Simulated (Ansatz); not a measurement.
One change: `FCB1N[SiH2]1` becomes `FB1N[SiH2]1`.

Ansatz, PBE0-D4/def2-TZVP geometries, multiplicity 1. Each molecule was computed in one conformer, which needn't be the lowest.

| property | `FCB1N[SiH2]1` |
| --- | --- |
| HOMO energy (PBE/def2-TZVPP) / eV | -6.07 |
| HOMO–LUMO gap (PBE0/def2-TZVPP) / eV | 6.89 |
| LUMO energy (B3LYP/def2-TZVPP) / eV | -0.52 |
| HOMO–LUMO gap (B3LYP/def2-TZVPP) / eV | 6.47 |
| size of the dipole moment (PBE/def2-TZVPP) / D | 2.81 |
| HOMO energy (ωB97M-V/def2-TZVPP) / eV | -9.26 |

What does the change do to each property? (Best estimate.)

The calculation gave: 
```tsv
property	`FB1N[SiH2]1`	shift
HOMO energy (PBE/def2-TZVPP) / eV	-6.21	-0.14
HOMO–LUMO gap (PBE0/def2-TZVPP) / eV	6.89	0.00
LUMO energy (B3LYP/def2-TZVPP) / eV	-0.72	-0.20
HOMO–LUMO gap (B3LYP/def2-TZVPP) / eV	6.47	0.00
size of the dipole moment (PBE/def2-TZVPP) / D	1.66	-1.15
HOMO energy (ωB97M-V/def2-TZVPP) / eV	-9.49	-0.23
```

Dipoles are sizes alone; their direction can turn.

B3LYP here is the variant with VWN-RPA as its local correlation; programs differ in this.
